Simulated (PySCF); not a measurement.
## Radial density of Rh²⁺ (rhodium, charge +2)

BP86, [Kr] 4d7, high-spin 4F determinant. Calculation: PySCF 2.14, in x2c-TZVPall; the spin-free X2C one-electron Hamiltonian (Gaussian nucleus).

```tsv
r (bohr)	4πr²ρ (e/bohr)	4πr²(ρα − ρβ)
0.0349	51.64	-0.0002
0.0586	52.89	0.0101
0.0986	71.89	0.0977
0.166	50.87	0.4052
0.279	55.33	0.5057
0.469	32.45	-0.0008
0.790	14.92	1.4698
1.33	10.32	2.2261
2.23	1.707	0.6029
3.76	0.06891	0.0227
6.32	6.594e-05	0.0000
```

Densities and radii are taken from the X2C orbitals without a picture-change correction, which distorts them close to the nucleus.
